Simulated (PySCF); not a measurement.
MgI₂, SMILES [I][Mg][I]. Heavy atoms are numbered as in [Mg:1]([I:2])[I:3].

Coordinates come from a B3LYP-D3(BJ)/def2-TZVP optimisation. The def2 effective core potentials stand for the cores of I; spin–orbit coupling is left out.

Level of theory: PySCF with M06-2X/def2-TZVPD.

Mulliken values depend strongly on the basis, most of all with diffuse functions as here. ESP charges are fitted to the potential on shells at 1.4 to 2.0 van der Waals radii. Atomic charges (e), one atom of each kind:

```tsv
atom	Mulliken	ESP fit
Mg1	0.33	[?]
I2	-0.17	[?]
```

Q: Some entries are withheld; supply them. (The exact figures need the calculation; the answer reports its results.)

A: 
- Mg1, ESP fit: 0.59
- I2, ESP fit: -0.30
